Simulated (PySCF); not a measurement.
Stretching CaI

Set-up: basis Ca x2c-SVPall, I x2c-SVPall; spin-free X2C with a Gaussian nucleus; PySCF 2.14. Energies in eV from Ca + I in their ground configurations at the same level. State: ²Σ⁺ (doublet), unpaired electrons σ ↑.

```tsv
R (Å)	UHF-MP2
2.428	-1.807
2.541	-2.362
2.654	-2.686
2.738	-2.820
2.823	-2.883
2.908	-2.894
3.021	-2.847
3.162	-2.721
3.331	-2.508
3.557	-2.170
```

Q: Put a parabola through the three lowest points of the UHF-MP2 curve and estimate Re, k and ωe (reduced mass 30.39 u; 1 eV/Å² = 0.16022 mdyn/Å; ωe = 1302.8·√(k/μ) cm⁻¹).

A: Through R = 2.823, 2.908, 3.021 Å the second-order coefficient is 2.75 eV/Å², so Re ≈ 2.889 Å, k ≈ 0.883 mdyn/Å and ωe ≈ 222 cm⁻¹. A polynomial fit of higher order to the unrounded UHF-MP2 energies gives Re = 2.884 Å, k = 0.965 mdyn/Å, ωe = 232 cm⁻¹; anharmonicity and rounding make the difference.

The higher-order fit for each curve: UHF-MP2: Re = 2.884 Å, ωe = 232 cm⁻¹, De = 2.90 eV.

Correlated steps freeze 23 core orbitals. Correlated levels converge slowly with the basis: in double zeta they bind strong bonds too weakly, by up to about 1 eV, and carry superposition errors of some tenths. These are scalar-relativistic numbers at best; spin–orbit coupling would shift them, the dissociation energy most. The state is the lowest determinant that a PBE0 search found; another state may lie lower at other levels.
